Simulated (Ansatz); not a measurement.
**A relaxation, step by step**

SiNH$_{5}$BrF, singlet, PBE0-D4/def2-TZVP (Ansatz 0.2.0). Settings:

```yaml
hamiltonian: {xc: pbe0, dispersion: d4}
relax: {f_tol: 0.005, max_steps: 200}
```

Start, a step off a saddle point along its unstable mode:

Si1  (-0.514, 0.342, -0.105)
F2  (1.136, -0.826, -1.046)
H3  (-1.431, -0.330, -1.073)
H4  (-1.050, 1.553, 0.467)
N5  (-0.151, -0.589, 1.279)
H6  (1.239, -0.180, -1.402)
Br7  (0.824, 1.708, -1.671)
H8  (0.309, -1.487, 1.368)
H9  (-0.360, -0.190, 2.184)
(Å)

```json
{"step": "1", "energy less the last (meV)": "2766.3", "largest force component (eV/Å)": "20.311"}
{"step": "2", "energy less the last (meV)": "665.9", "largest force component (eV/Å)": "0.732"}
{"step": "3", "energy less the last (meV)": "460.7", "largest force component (eV/Å)": "1.266"}
{"step": "4", "energy less the last (meV)": "251.0", "largest force component (eV/Å)": "1.780"}
{"step": "5", "energy less the last (meV)": "116.8", "largest force component (eV/Å)": "1.697"}
{"step": "6", "energy less the last (meV)": "59.6", "largest force component (eV/Å)": "1.158"}
{"step": "7 (rejected trial)", "energy less the last (meV)": "103.8", "largest force component (eV/Å)": "1.924"}
{"step": "8", "energy less the last (meV)": "31.8", "largest force component (eV/Å)": "0.695"}
{"step": "9", "energy less the last (meV)": "11.2", "largest force component (eV/Å)": "0.299"}
{"step": "10", "energy less the last (meV)": "3.6", "largest force component (eV/Å)": "0.119"}
{"step": "11 (rejected trial)", "energy less the last (meV)": "4.4", "largest force component (eV/Å)": "0.232"}
{"step": "12", "energy less the last (meV)": "1.4", "largest force component (eV/Å)": "0.207"}
{"step": "13", "energy less the last (meV)": "1.3", "largest force component (eV/Å)": "0.063"}
{"step": "14", "energy less the last (meV)": "0.4", "largest force component (eV/Å)": "0.042"}
{"step": "15", "energy less the last (meV)": "0.4", "largest force component (eV/Å)": "0.041"}
{"step": "16", "energy less the last (meV)": "0.1", "largest force component (eV/Å)": "0.013"}
{"step": "17", "energy less the last (meV)": "0.1", "largest force component (eV/Å)": "0.012"}
{"step": "18", "energy less the last (meV)": "0.0", "largest force component (eV/Å)": "0.008"}
{"step": "19", "energy less the last (meV)": "0.0", "largest force component (eV/Å)": "0.009"}
{"step": "20", "energy less the last (meV)": "0.0", "largest force component (eV/Å)": "0.003"}
```

Step 9, positions (Å) and forces (eV/Å):

| atom | x | y | z | Fx | Fy | Fz |
| --- | --- | --- | --- | --- | --- | --- |
| Si1 | -0.805 | 0.582 | -0.004 | -0.117 | -0.052 | -0.176 |
| F2 | 1.496 | -1.441 | -1.248 | 0.015 | -0.199 | 0.048 |
| H3 | -1.532 | -0.175 | -1.041 | -0.009 | -0.006 | -0.010 |
| H4 | -1.614 | 1.647 | 0.621 | 0.028 | 0.028 | 0.016 |
| N5 | -0.219 | -0.443 | 1.200 | 0.027 | 0.112 | 0.299 |
| H6 | 1.535 | -0.527 | -1.421 | 0.003 | 0.150 | -0.032 |
| Br7 | 0.798 | 1.660 | -1.203 | 0.019 | 0.078 | 0.025 |
| H8 | 0.358 | -1.240 | 0.982 | 0.004 | -0.019 | -0.078 |
| H9 | -0.018 | -0.063 | 2.114 | 0.030 | -0.093 | -0.091 |

Step 12, positions (Å) and forces (eV/Å):

```csv
atom,x,y,z,Fx,Fy,Fz
Si1,-0.854,0.599,-0.005,-0.005,0.014,-0.026
F2,1.598,-1.464,-1.171,0.009,0.207,-0.020
H3,-1.629,-0.145,-1.015,-0.001,0.002,0.000
H4,-1.608,1.686,0.653,0.009,-0.006,-0.015
N5,-0.238,-0.450,1.171,0.032,-0.005,0.079
H6,1.598,-0.542,-1.340,-0.018,-0.201,0.030
Br7,0.747,1.657,-1.229,-0.005,-0.001,0.007
H8,0.292,-1.261,0.887,-0.014,0.003,-0.033
H9,0.095,-0.080,2.048,-0.008,-0.014,-0.021
```

Step 15, positions (Å) and forces (eV/Å):

```json
{"atom": "Si1", "x": "-0.854", "y": "0.600", "z": "-0.006", "Fx": "0.001", "Fy": "0.010", "Fz": "0.016"}
{"atom": "F2", "x": "1.616", "y": "-1.453", "z": "-1.142", "Fx": "-0.007", "Fy": "-0.008", "Fz": "0.006"}
{"atom": "H3", "x": "-1.636", "y": "-0.144", "z": "-1.011", "Fx": "-0.001", "Fy": "-0.004", "Fz": "-0.008"}
{"atom": "H4", "x": "-1.600", "y": "1.692", "z": "0.650", "Fx": "0.000", "Fy": "-0.005", "Fz": "0.001"}
{"atom": "N5", "x": "-0.236", "y": "-0.453", "z": "1.167", "Fx": "-0.041", "Fy": "0.033", "Fz": "-0.026"}
{"atom": "H6", "x": "1.576", "y": "-0.539", "z": "-1.330", "Fx": "0.015", "Fy": "0.004", "Fz": "-0.006"}
{"atom": "Br7", "x": "0.743", "y": "1.655", "z": "-1.239", "Fx": "-0.007", "Fy": "-0.006", "Fz": "0.005"}
{"atom": "H8", "x": "0.283", "y": "-1.265", "z": "0.868", "Fx": "0.021", "Fy": "-0.024", "Fz": "-0.003"}
{"atom": "H9", "x": "0.107", "y": "-0.092", "z": "2.042", "Fx": "0.019", "Fy": "0.000", "Fz": "0.014"}
```

Last step (20):

```xyz
9
angstrom
Si -0.8643 0.6046 -0.0039
F 1.6379 -1.4562 -1.1214
H -1.6609 -0.1317 -1.0036
H -1.5988 1.6995 0.6615
N -0.2422 -0.4565 1.1591
H 1.5999 -0.5441 -1.3165
Br 0.7296 1.6495 -1.2480
H 0.2719 -1.2688 0.8480
H 0.1269 -0.0964 2.0248
```

Hardware: 4 CPU threads of an Arm Neoverse V1, shared host. Wall time about 57 s.
